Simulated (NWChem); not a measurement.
# BSiH3F2; SMILES FB(F)[SiH3]

Program: NWChem. Pople sets run with spherical d functions. Each level has its own optimisation; frequencies are unscaled.

```csv
level,r B–F (Å),r B–Si (Å),highest harmonic frequency (cm⁻¹),lowest (cm⁻¹),zero-point energy (kcal/mol),dipole (D)
"LDA (Slater exchange, VWN5)/def2-SVP",1.316,2.019,2181,13,20.6,0.57
Hartree-Fock/6-31G*,1.313,2.045,2386,16,22.8,0.94
PBE0/def2-SVP,1.319,2.035,?,?,?,?
```

What belongs in the gaps?


- PBE0/def2-SVP, highest harmonic frequency (cm⁻¹): 2248
- PBE0/def2-SVP, lowest (cm⁻¹): 27
- PBE0/def2-SVP, zero-point energy (kcal/mol): 21.3
- PBE0/def2-SVP, dipole (D): 0.71
